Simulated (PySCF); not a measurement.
A geometry optimisation, step by step.

Species: CH3Cl3SSi.
Numbering: `[SH:1][SiH2:2][C:3]([Cl:4])([Cl:5])[Cl:6]` (hydrogens: H7 on S1; H8, H9 on Si2)

Method: PBE0-D3(BJ)/def2-SVP geometry optimisation, gas phase in PySCF 2.14.0; density fitting, grid level 1; the optimiser is geomeTRIC in internal coordinates, started from a GFN2-xTB structure with every atom displaced at random (about 0.01 Å). The frame can shift and turn from step to step; on so coarse a grid that alone can change the energy by a few meV, and forces under 0.02 eV/Å are noise.

Step 0: E = -57328.3532 eV, largest atomic force 1.453 eV/Å
```
atom  x, y, z in Å  |  force x, y, z in eV/Å
S1      2.307   -0.178   -0.406    0.520   0.457   0.634
Si2     0.581    0.198    0.818   -0.181  -0.015  -1.441
C3     -1.020    0.010   -0.290    0.873  -0.021  -0.235
Cl4    -2.399    0.223    0.740   -0.784   0.119   0.685
Cl5    -1.078   -1.608   -1.038    0.118  -0.113  -0.011
Cl6    -1.042    1.241   -1.571    0.139   0.110  -0.108
H7      1.654   -0.685   -1.440   -0.541  -0.324  -0.483
H8      0.464   -0.803    1.853   -0.142  -0.475   0.724
H9      0.592    1.585    1.300   -0.003   0.261   0.237
```

Step 1: E = -57328.4490 eV, largest atomic force 0.534 eV/Å
```
atom  x, y, z in Å  |  force x, y, z in eV/Å
S1      1.700   -0.258   -0.385   -0.194  -0.040  -0.208
Si2     0.010    0.098    0.872    0.111   0.403   0.333
C3     -1.552    0.430   -0.195   -0.253   0.080   0.228
Cl4    -2.942    0.697    0.925    0.350  -0.079  -0.231
Cl5    -1.869   -0.994   -1.206   -0.096  -0.151  -0.129
Cl6    -1.322    1.860   -1.214    0.006  -0.017   0.017
H7      0.946   -0.832   -1.363    0.125   0.018   0.212
H8     -0.291   -0.988    1.841   -0.105  -0.150  -0.155
H9      0.246    1.353    1.644    0.057  -0.064  -0.069
```

Step 2: E = -57328.4764 eV, largest atomic force 0.197 eV/Å
```
atom  x, y, z in Å  |  force x, y, z in eV/Å
S1      1.693   -0.238   -0.390   -0.013   0.067  -0.049
Si2     0.014    0.122    0.877    0.035   0.109   0.141
C3     -1.548    0.430   -0.200   -0.150   0.037   0.122
Cl4    -2.922    0.679    0.922    0.122  -0.031  -0.082
Cl5    -1.867   -0.997   -1.219    0.001  -0.027  -0.031
Cl6    -1.333    1.867   -1.212    0.013   0.000  -0.035
H7      0.940   -0.868   -1.321    0.009  -0.068   0.054
H8     -0.310   -0.995    1.805   -0.051  -0.068  -0.092
H9      0.258    1.366    1.656    0.033  -0.020  -0.029
```

Step 3: E = -57328.4943 eV, largest atomic force 0.155 eV/Å
```
atom  x, y, z in Å  |  force x, y, z in eV/Å
S1      1.686   -0.193   -0.403    0.054   0.121   0.039
Si2     0.016    0.149    0.878   -0.027  -0.125  -0.087
C3     -1.551    0.441   -0.202    0.031   0.028  -0.011
Cl4    -2.912    0.657    0.922   -0.089   0.022   0.042
Cl5    -1.852   -0.988   -1.233    0.037   0.022   0.035
Cl6    -1.356    1.882   -1.212   -0.004   0.011  -0.022
H7      0.953   -0.951   -1.246   -0.024  -0.100  -0.015
H8     -0.326   -1.010    1.746    0.007   0.007  -0.004
H9      0.267    1.379    1.669    0.015   0.013   0.022
```

Step 4: E = -57328.5034 eV, largest atomic force 0.221 eV/Å
```
atom  x, y, z in Å  |  force x, y, z in eV/Å
S1      1.686   -0.151   -0.417    0.019   0.092   0.049
Si2     0.014    0.161    0.868   -0.049  -0.144  -0.160
C3     -1.562    0.453   -0.203    0.101   0.026  -0.070
Cl4    -2.918    0.650    0.925   -0.137   0.032   0.084
Cl5    -1.852   -0.975   -1.242    0.040   0.033   0.051
Cl6    -1.383    1.901   -1.209   -0.003   0.000   0.001
H7      0.999   -1.031   -1.178    0.001  -0.080  -0.022
H8     -0.326   -1.024    1.703    0.027   0.028   0.030
H9      0.268    1.381    1.671    0.001   0.014   0.037
```

Step 5: E = -57328.5138 eV, largest atomic force 0.148 eV/Å
```
atom  x, y, z in Å  |  force x, y, z in eV/Å
S1      1.683   -0.089   -0.442   -0.026  -0.006   0.023
Si2     0.001    0.170    0.839   -0.044  -0.061  -0.127
C3     -1.590    0.475   -0.204    0.109   0.003  -0.097
Cl4    -2.940    0.652    0.935   -0.100   0.023   0.072
Cl5    -1.869   -0.950   -1.250    0.015   0.037   0.040
Cl6    -1.429    1.932   -1.201   -0.001  -0.018   0.024
H7      1.125   -1.156   -1.060    0.031  -0.009  -0.015
H8     -0.317   -1.044    1.639    0.037   0.027   0.043
H9      0.261    1.376    1.663   -0.020   0.004   0.036
```

Step 6: E = -57328.5166 eV, largest atomic force 0.075 eV/Å
```
atom  x, y, z in Å  |  force x, y, z in eV/Å
S1      1.683   -0.079   -0.448   -0.018  -0.013   0.006
Si2    -0.006    0.166    0.827   -0.014  -0.006  -0.043
C3     -1.599    0.481   -0.205    0.048  -0.009  -0.058
Cl4    -2.950    0.660    0.940   -0.032   0.008   0.030
Cl5    -1.883   -0.940   -1.251   -0.005   0.017   0.014
Cl6    -1.438    1.941   -1.197    0.004  -0.009   0.016
H7      1.177   -1.187   -1.037    0.014   0.006   0.000
H8     -0.308   -1.048    1.632    0.013   0.011   0.021
H9      0.249    1.371    1.657   -0.010  -0.005   0.014
```

Step 7: E = -57328.5170 eV, largest atomic force 0.028 eV/Å
```
atom  x, y, z in Å  |  force x, y, z in eV/Å
S1      1.683   -0.078   -0.447   -0.004  -0.003  -0.001
Si2    -0.009    0.164    0.822    0.001   0.010   0.004
C3     -1.602    0.482   -0.208    0.008  -0.015  -0.022
Cl4    -2.951    0.666    0.941   -0.001   0.002   0.007
Cl5    -1.893   -0.936   -1.254   -0.005   0.008   0.002
Cl6    -1.436    1.943   -1.195    0.003  -0.001   0.003
H7      1.195   -1.196   -1.032    0.001   0.001   0.003
H8     -0.303   -1.047    1.636   -0.002   0.000   0.003
H9      0.242    1.368    1.654   -0.001  -0.003   0.001
```

Step 8: E = -57328.5170 eV, largest atomic force under 0.02 eV/Å
```
atom  x, y, z in Å  |  force x, y, z in eV/Å
S1      1.683   -0.080   -0.445    0.000  -0.002  -0.001
Si2    -0.010    0.163    0.822    0.001   0.007   0.009
C3     -1.601    0.483   -0.210    0.002  -0.012  -0.010
Cl4    -2.950    0.669    0.941    0.001   0.002   0.002
Cl5    -1.896   -0.934   -1.256   -0.002   0.006   0.002
Cl6    -1.433    1.944   -1.196    0.002   0.002  -0.001
H7      1.198   -1.199   -1.028   -0.001  -0.001   0.002
H8     -0.304   -1.046    1.637   -0.003  -0.001  -0.001
H9      0.240    1.368    1.654    0.000  -0.001  -0.001
```

Q: Summarise the path.

A: The energy falls by 3.78 kcal/mol from step 0 to step 8; nine tenths of that is first reached at step 4. It falls at every step. The largest force goes from 1.453 to under 0.02 eV/Å. Among the bonds C3–Cl4 changes most, from 1.734 to 1.783 Å; the atoms move by 0.298 Å rms after alignment.

Q: Follow the three bonds and two angles with the largest change from start to end.

A: 
```json
{"step": "0", "E above end (kcal/mol)": "3.78", "largest force (eV/Å)": "1.453", "C3–Cl4 (Å)": "1.734", "Si2–H8 (Å)": "1.444", "Si2–C3 (Å)": "1.956", "S1–Si2–H9 (°)": "110.2", "Si2–S1–H7 (°)": "96.7"}
{"step": "1", "E above end (kcal/mol)": "1.57", "largest force (eV/Å)": "0.534", "C3–Cl4 (Å)": "1.805", "Si2–H8 (Å)": "1.487", "Si2–C3 (Å)": "1.921", "S1–Si2–H9 (°)": "108.6", "Si2–S1–H7 (°)": "93.1"}
{"step": "2", "E above end (kcal/mol)": "0.94", "largest force (eV/Å)": "0.197", "C3–Cl4 (Å)": "1.792", "Si2–H8 (Å)": "1.488", "Si2–C3 (Å)": "1.922", "S1–Si2–H9 (°)": "108.8", "Si2–S1–H7 (°)": "92.8"}
{"step": "3", "E above end (kcal/mol)": "0.52", "largest force (eV/Å)": "0.155", "C3–Cl4 (Å)": "1.778", "Si2–H8 (Å)": "1.489", "Si2–C3 (Å)": "1.925", "S1–Si2–H9 (°)": "108.7", "Si2–S1–H7 (°)": "92.3"}
{"step": "4", "E above end (kcal/mol)": "0.31", "largest force (eV/Å)": "0.221", "C3–Cl4 (Å)": "1.774", "Si2–H8 (Å)": "1.489", "Si2–C3 (Å)": "1.927", "S1–Si2–H9 (°)": "108.2", "Si2–S1–H7 (°)": "92.1"}
{"step": "5", "E above end (kcal/mol)": "0.07", "largest force (eV/Å)": "0.148", "C3–Cl4 (Å)": "1.775", "Si2–H8 (Å)": "1.489", "Si2–C3 (Å)": "1.926", "S1–Si2–H9 (°)": "107.1", "Si2–S1–H7 (°)": "92.6"}
{"step": "6", "E above end (kcal/mol)": "0.01", "largest force (eV/Å)": "0.075", "C3–Cl4 (Å)": "1.779", "Si2–H8 (Å)": "1.488", "Si2–C3 (Å)": "1.924", "S1–Si2–H9 (°)": "107.0", "Si2–S1–H7 (°)": "93.4"}
{"step": "7", "E above end (kcal/mol)": "0.00", "largest force (eV/Å)": "0.028", "C3–Cl4 (Å)": "1.782", "Si2–H8 (Å)": "1.488", "Si2–C3 (Å)": "1.923", "S1–Si2–H9 (°)": "107.0", "Si2–S1–H7 (°)": "93.7"}
{"step": "8", "E above end (kcal/mol)": "0.00", "largest force (eV/Å)": "under 0.02", "C3–Cl4 (Å)": "1.783", "Si2–H8 (Å)": "1.488", "Si2–C3 (Å)": "1.923", "S1–Si2–H9 (°)": "107.0", "Si2–S1–H7 (°)": "93.7"}
```

The cost below is that of the whole optimisation. The run took 48 s on one thread, Arm Neoverse V2 (aarch64), shared host, and the process peaked at 0.53 GiB of memory.
